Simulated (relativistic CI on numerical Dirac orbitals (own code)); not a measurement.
Tl XV: q coefficients and field-shift factors

Calculated at this level of theory: Dirac-Coulomb-Breit CI, separate exchange-only KLI orbitals for each configuration, derivatives by finite differences, unscaled Slater integrals, QED left out (own radial code, finite nucleus).

CI space (outside the closed core [Kr] 4d10): 4f14 5s2 5p5, 4f14 5s 5p6, 4f14 5s2 5p4 5d, 4f13 5s2 5p6, 4f14 5s 5p5 5d, 4f14 5s2 5p4 5f. Double excitations out of closed p, d and f shells are left out; levels of such configurations are missing from the list, as are those of other unlisted configurations, and high levels can miss mixing partners.

With x = (α/α₀)² − 1 an excitation energy changes as ω = ω₀ + qx; K = 2q/ω₀ is the relative enhancement. Terms are leading LS components, so labels can repeat. The field-shift factor is F = δν/δ⟨r²⟩ for the transition from the lowest level.

Lowest level 4f14 5s2 5p5 2P°_3/2.

```csv
Level,ω₀ (cm⁻¹),q (cm⁻¹),F (GHz/fm²)
4f14 5s2 5p5 2P°_1/2,198350,258200,-60.3
4f14 5s2 5p4 5d 4P_1/2,511038,116300,-238
4f14 5s2 5p4 5d 4D_3/2,514687,16620,16.5
4f14 5s2 5p4 5d 4D_5/2,519233,22340,16.3
4f14 5s2 5p4 5d 4F_7/2,530853,23340,16.8
4f14 5s2 5p4 5d 2P_1/2,534561,94690,-131
4f14 5s2 5p4 5d 2F_7/2,551559,42060,18.5
4f14 5s2 5p4 5d 4F_9/2,553920,45840,19.3
4f14 5s2 5p4 5d 2D_3/2,561529,23290,16.6
4f13 5s2 5p6 2F°_7/2,561712,-179300,62.1
4f13 5s2 5p6 2F°_5/2,597820,-146100,64.4
4f14 5s2 5p4 5d 2D_5/2,601727,50720,18.8
4f14 5s2 5p4 5d 2D_3/2,616982,67380,12.8
```

At this charge transitions that keep the count of f electrons are usually good to a few per cent. Levels and lines within the n = 5 or 6 shells can be off by up to 10 % or somewhat more, and those that change n by about 2 %, since core polarisation is missing. Levels that differ in their count of f electrons can be misplaced by several ten thousand cm⁻¹, since the correlation energy of f electrons is missing or only estimated; rates across such gaps can be off by orders of magnitude.

Question: Which transition from the lowest level has the largest |K|?

Answer: 4f14 5s2 5p5 2P°_1/2 at 198350 cm⁻¹, K = 2.6.
